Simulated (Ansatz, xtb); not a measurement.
Relative energy of two structures of Al2H5NO

Structure a is a singlet given by its coordinates and structure b is `[OH][AlH][NH][AlH2]`, a singlet. Both are isolated molecules in the gas phase, relaxed with r2SCAN-D4/def2-SVP; the shapes shown needn't be the lowest conformers.

a (Å):

```yaml
atoms:
  - { symbol: Al, position_ang: [0.2542, -1.3941, 1.0662] }
  - { symbol: Al, position_ang: [0.1001, 0.7983, -0.5279] }
  - { symbol: N, position_ang: [1.2788, -0.6044, -0.1008] }
  - { symbol: O, position_ang: [-1.0127, -0.1501, 0.8087] }
  - { symbol: H, position_ang: [0.0732, -2.5849, 2.0776] }
  - { symbol: H, position_ang: [-1.8923, 0.0466, 1.1426] }
  - { symbol: H, position_ang: [2.2043, -0.7911, -0.4662] }
  - { symbol: H, position_ang: [0.4110, 2.2465, 0.0780] }
  - { symbol: H, position_ang: [-0.6848, 0.7171, -1.9202] }
```

Close contacts (Å): Al1–Al2 2.72, Al1–N3 1.74, Al1–O4 1.79, Al2–N3 1.88, Al2–O4 1.98, Al1–H5 1.57, Al2–H8 1.60, Al2–H9 1.60, N3–H7 1.01, O4–H6 0.96.

b (Å):

```csv
atom,x (Å),y (Å),z (Å)
Al,0.6738,-0.1309,-0.9345
Al,-1.9493,-0.7015,0.9068
N,-1.0602,-0.0351,-0.4983
O,1.1342,0.6455,-2.3823
H,2.0210,0.6823,-2.7485
H,1.7040,-0.8984,-0.0133
H,-1.6280,0.4881,-1.1696
H,-1.1206,-1.5240,1.9818
H,-3.5131,-0.4472,1.0217
```

Question: Estimate E(b) − E(a) at the level CCSD(T)/def2-SVP + ΔMP2/def2-TZVPP.

Answer: Calculated at CCSD(T)/def2-SVP + ΔMP2/def2-TZVPP: E(b) − E(a) = +0.202 eV, so structure a lies lower.

Level by level:

```
                             level            geometry  E(b) − E(a) (eV)  departure from the last row (eV)  job, with rough time for the two
                r2SCAN-D4/def2-SVP  r2SCAN-D4/def2-SVP              +0.362                            +0.159             optimisation, 1.7 min
                       HF/def2-SVP  r2SCAN-D4/def2-SVP              +0.219                            +0.017           part of the CCSD(T) run
                      MP2/def2-SVP  r2SCAN-D4/def2-SVP              +0.338                            +0.136           part of the CCSD(T) run
                  CCSD(T)/def2-SVP  r2SCAN-D4/def2-SVP              +0.339                            +0.136                      single point
CCSD(T)/def2-SVP + ΔMP2/def2-TZVPP  r2SCAN-D4/def2-SVP              +0.202                                                  single point, 23 s
```

None of the levels shown reverses the order. The largest departure from CCSD(T)/def2-SVP + ΔMP2/def2-TZVPP is that of r2SCAN-D4/def2-SVP, 0.159 eV. Levels run at GFN2-xTB geometries aren't shown. The last row adds to CCSD(T) the change of the MP2 difference between the two basis sets, here −0.136 eV, a large step that makes the value less sure.

With harmonic frequencies from r2SCAN-D4/def2-SVP (ideal gas, rigid rotor, one conformer each, 600 K, 1 atm): on the last row, ΔE + ΔZPE = +0.174, ΔH = +0.198, ΔG = +0.067 eV.

The correlated steps freeze 12 core orbitals. Run with Ansatz 0.2.0; the last row on 1 thread of Arm Neoverse V1 on a shared host.
